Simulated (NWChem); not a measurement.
System: AuNH₄; SMILES [NH3]->[AuH]

NWChem input:

```
start job
memory heap 200 mb stack 900 mb global 1100 mb
geometry units angstroms noautosym nocenter noautoz
  Au    -0.001461    -0.219095    -0.000009
  H     -0.002620    -1.786992     0.000021
  N     -0.000109     1.978607    -0.000013
  H     -0.004302     2.355305    -0.948275
  H      0.823469     2.354882     0.470368
  H     -0.818996     2.355605     0.477917
end
basis spherical
  * library def2-svp
end
ecp
  Au library def2-ecp
end
dft
  xc xcamb88 1.00 lyp 0.81 vwn_5 0.19 hfexch 1.00
  cam 0.33 cam_alpha 0.19 cam_beta 0.46
  iterations 150
  vectors input atomic output neutral.movecs
end
task dft energy
charge 1
dft
  odft
  mult 2
  vectors input atomic output cation.movecs
end
task dft energy
```

NWChem printed, in part:

```
             Northwest Computational Chemistry Package (NWChem) 7.3.0
             --------------------------------------------------------

                             Geometry "geometry" -> ""
                             -------------------------

 Output coordinates in angstroms (scale by  1.889725989 to convert to a.u.)

  No.       Tag          Charge          X              Y              Z
 ---- ---------------- ---------- -------------- -------------- --------------
    1 Au                  79.0000    -0.00146100    -0.21909500    -0.00000900
    2 H                    1.0000    -0.00262000    -1.78699200     0.00002100
    3 N                    7.0000    -0.00010900     1.97860700    -0.00001300
    4 H                    1.0000    -0.00430200     2.35530500    -0.94827500
    5 H                    1.0000     0.82346900     2.35488200     0.47036800
    6 H                    1.0000    -0.81899600     2.35560500     0.47791700

 Effective nuclear repulsion energy (a.u.)     218.7471301467

                                 NWChem DFT Module
                                 -----------------

 Summary of "ao basis" -> "ao basis" (spherical)
 ------------------------------------------------------------------------------
       Tag                 Description            Shells   Functions and Types
 ---------------- ------------------------------  ------  ---------------------
 Au                         def2-svp                12       32   6s3p2d1f
 H                          def2-svp                 3        5   2s1p
 N                          def2-svp                 6       14   3s2p1d

            General Information
            -------------------
          SCF calculation type: DFT
          Wavefunction type:  closed shell.
          No. of atoms     :     6
          No. of electrons :    30
           Alpha electrons :    15
            Beta electrons :    15
          Charge           :     0
          Spin multiplicity:     1
          Use of symmetry is: off; symmetry adaption is: off
          Maximum number of iterations: 150
          AO basis - number of functions:    66
                     number of shells:    30
          Convergence on energy requested:  1.00D-06
          Convergence on density requested:  1.00D-05
          Convergence on gradient requested:  5.00D-04

              XC Information
              --------------
                     Hartree-Fock (Exact) Exchange  1.000
                   CAM-Becke88 Exchange Functional  1.000
                      VWN V Correlation Functional  0.190 local
              Lee-Yang-Parr Correlation Functional  0.810

           Range-Separation Parameters
           ---------------------------
           Alpha           :  0.19
           Beta            :  0.46
           Gamma           :  0.33
           Short-Range HF  :     F

             Grid Information
             ----------------
          Grid used for XC integration:  medium
          Radial quadrature: Mura-Knowles
          Angular quadrature: Lebedev.
          Tag              B.-S. Rad. Rad. Pts. Rad. Cut. Ang. Pts.
          ---              ---------- --------- --------- ---------
          Au                  1.35      123           9.0       590
          H                   0.35       45          11.0       434
          N                   0.65       49          10.0       434
          Grid pruning is: on
          Number of quadrature shells:   352
          Spatial weights used:  Erf1

      Superposition of Atomic Density Guess
      -------------------------------------

 Sum of atomic energies:        -208.68539026

      Non-variational initial energy
      ------------------------------

 Total energy =    -191.484573
 1-e energy   =    -436.866026
 2-e energy   =     182.734758
 HOMO         =      -0.383120
 LUMO         =       0.018019

   convergence    iter        energy       DeltaE   RMS-Dens  Diis-err
 ---------------- ----- ----------------- --------- --------- ---------
 d= 0,ls=0.0,diis     1   -192.7339449846 -2.55D+02  1.63D-02  4.13D-01
 d= 0,ls=0.0,diis     2   -192.7398571853 -5.91D-03  8.86D-03  5.48D-01
 d= 0,ls=0.0,diis     3   -192.7965456484 -5.67D-02  7.49D-04  1.91D-03
 d= 0,ls=0.0,diis     4   -192.7968154565 -2.70D-04  2.50D-04  4.67D-04
 d= 0,ls=0.0,diis     5   -192.7968575299 -4.21D-05  9.95D-05  3.30D-05
  Resetting Diis
 d= 0,ls=0.0,diis     6   -192.7968616949 -4.16D-06  3.73D-05  3.21D-06
 d= 0,ls=0.0,diis     7   -192.7968621558 -4.61D-07  1.59D-05  6.44D-07
 d= 0,ls=0.0,diis     8   -192.7968621681 -1.23D-08  6.77D-06  7.49D-07

         Total DFT energy =     -192.796862168093
      One electron energy =     -439.841249705868
           Coulomb energy =      205.495730849091
    Exchange-Corr. energy =      -21.098038919692
 Nuclear repulsion energy =       62.646695608376

 Numeric. integr. density =       29.999983514689

                       DFT Final Molecular Orbital Analysis
                       ------------------------------------

 Vector   13  Occ=2.000000D+00  E=-3.335284D-01
              MO Center= -1.5D-03, -2.2D-01, -8.0D-04, r^2= 8.7D-01
   Bfn.  Coefficient  Atom+Function         Bfn.  Coefficient  Atom+Function
  ----- ------------  ---------------      ----- ------------  ---------------
    19      0.876642  1 Au d  1              24      0.229204  1 Au d  1
    18      0.030741  1 Au d  0

 Vector   14  Occ=2.000000D+00  E=-3.335275D-01
              MO Center= -1.4D-03, -2.2D-01,  7.9D-04, r^2= 8.7D-01
   Bfn.  Coefficient  Atom+Function         Bfn.  Coefficient  Atom+Function
  ----- ------------  ---------------      ----- ------------  ---------------
    18      0.759195  1 Au d  0              20     -0.438320  1 Au d  2
    23      0.198498  1 Au d  0              25     -0.114601  1 Au d  2
    19     -0.035488  1 Au d  1

 Vector   15  Occ=2.000000D+00  E=-2.824011D-01
              MO Center= -1.7D-03, -5.7D-01,  9.5D-08, r^2= 2.3D+00
   Bfn.  Coefficient  Atom+Function         Bfn.  Coefficient  Atom+Function
  ----- ------------  ---------------      ----- ------------  ---------------
     5      0.498762  1 Au s                  3     -0.439252  1 Au s
    20      0.407321  1 Au d  2               6      0.333152  1 Au s
     2      0.278180  1 Au s                 18      0.235166  1 Au d  0
    33      0.195395  2 H  s                 34      0.152411  2 H  s
     1     -0.108991  1 Au s                  4     -0.107357  1 Au s

 Vector   16  Occ=0.000000D+00  E= 3.421503D-02
              MO Center= -3.2D-04,  1.7D+00,  2.7D-05, r^2= 5.3D+00
   Bfn.  Coefficient  Atom+Function         Bfn.  Coefficient  Atom+Function
  ----- ------------  ---------------      ----- ------------  ---------------
    40      1.256661  3 N  s                  6     -0.479856  1 Au s
    53     -0.477974  4 H  s                 58     -0.478002  5 H  s
    63     -0.477906  6 H  s                 14     -0.462313  1 Au py
    39      0.243861  3 N  s                 20      0.205819  1 Au d  2
    34      0.134426  2 H  s                 38      0.133537  3 N  s

 Vector   17  Occ=0.000000D+00  E= 5.115914D-02
              MO Center=  1.7D-03, -2.1D-01, -2.0D-03, r^2= 6.5D+00
   Bfn.  Coefficient  Atom+Function         Bfn.  Coefficient  Atom+Function
  ----- ------------  ---------------      ----- ------------  ---------------
    15      0.872297  1 Au pz                13      0.486514  1 Au px
     9     -0.169686  1 Au pz                 7     -0.094641  1 Au px
    43      0.078125  3 N  pz                46     -0.070495  3 N  pz
    52      0.055793  4 H  s                 57     -0.054562  5 H  s
    41      0.043569  3 N  px                12      0.040154  1 Au pz

 Vector   18  Occ=0.000000D+00  E= 5.115949D-02
              MO Center= -4.4D-03, -2.1D-01,  1.9D-03, r^2= 6.5D+00
   Bfn.  Coefficient  Atom+Function         Bfn.  Coefficient  Atom+Function
  ----- ------------  ---------------      ----- ------------  ---------------
    13      0.872292  1 Au px                15     -0.486509  1 Au pz
     7     -0.169685  1 Au px                 9      0.094639  1 Au pz
    41      0.078139  3 N  px                44     -0.070522  3 N  px
    62      0.063696  6 H  s                 43     -0.043585  3 N  pz
    10      0.040153  1 Au px                46      0.039340  3 N  pz

     Multipole analysis of the density
     ---------------------------------

     L   x y z        total         alpha         beta         nuclear
     -   - - -        -----         -----         ----         -------
     0   0 0 0      0.000000    -15.000000    -15.000000     30.000000

     1   1 0 0      0.001519      0.030023      0.030023     -0.058527
     1   0 1 0      2.490088    -12.896006    -12.896006     28.282100
     1   0 0 1      0.000005      0.000221      0.000221     -0.000437

     2   2 0 0    -23.379423    -14.098254    -14.098254      4.817086
     2   1 1 0     -0.002690     -0.017527     -0.017527      0.032364
     2   1 0 1     -0.000003     -0.000004     -0.000004      0.000004
     2   0 2 0    -17.190511    -94.571120    -94.571120    171.951730
     2   0 1 1      0.000006      0.000382      0.000382     -0.000758
     2   0 0 2    -23.379421    -14.098172    -14.098172      4.816924

                                 NWChem DFT Module
                                 -----------------

[...]
```

Level: CAM-B3LYP/def2-SVP with def2 effective core potentials on Au, vertical spin-unrestricted ions. Geometry: optimised at PBE0/def2-SVP. No frequency run checked for a minimum. def2 effective core potentials on Au; no spin-orbit coupling.
